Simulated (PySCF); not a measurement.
Bond length, frequency and bond energy of AsF by level of theory

State: ³Σ⁻ (triplet), unpaired electrons π ↑↑. Set-up: basis As x2c-SVPall, F x2c-SVPall; spin-free X2C with a Gaussian nucleus; PySCF 2.14. De refers to As + F in their high-spin ground configurations, without counterpoise correction. The functionals are run spin-unrestricted. A positive dipole means As(−)F(+).

| Level | Re (Å) | ωe (cm⁻¹) | De (eV) | μ (D) |
| --- | --- | --- | --- | --- |
| UHF | 1.736 | 727 | 1.94 | -2.28 |
| UHF-MP2 | 1.755 | 699 | 3.63 | n/a |
| UHF-SCS-MP2 | 1.759 | 691 | 3.53 | n/a |
| UHF-CCSD | 1.757 | 694 | 3.32 | n/a |
| UHF-CCSD(T) | 1.762 | 684 | 3.42 | n/a |
| PBE | 1.772 | 668 | 4.50 | -1.65 |
| BLYP | 1.782 | 654 | 4.51 | -1.69 |
| r²SCAN | 1.754 | 692 | 4.13 | -1.72 |
| PBE0 | 1.750 | 702 | 4.01 | -1.84 |
| r²SCAN0 | 1.740 | 715 | 3.77 | -1.87 |
| BHandHLYP | 1.740 | 718 | 3.66 | -2.03 |
| CAM-B3LYP | 1.745 | 711 | 4.23 | -1.85 |

The bond length runs from 1.736 Å (UHF) to 1.782 Å (BLYP). De spans 1.94 eV (UHF, mean field) to 4.51 eV (BLYP, GGA). Correlation at CCSD(T) changes the Hartree–Fock bond energy by +1.48 eV; the triples alone change it by +0.10 eV.

Correlated steps freeze 10 core orbitals. Correlated levels converge slowly with the basis: in double zeta they bind strong bonds too weakly, by up to about 1 eV, and carry superposition errors of some tenths. Spin–orbit coupling is left out. The state was picked by a PBE0 search and need not be the measured ground state.
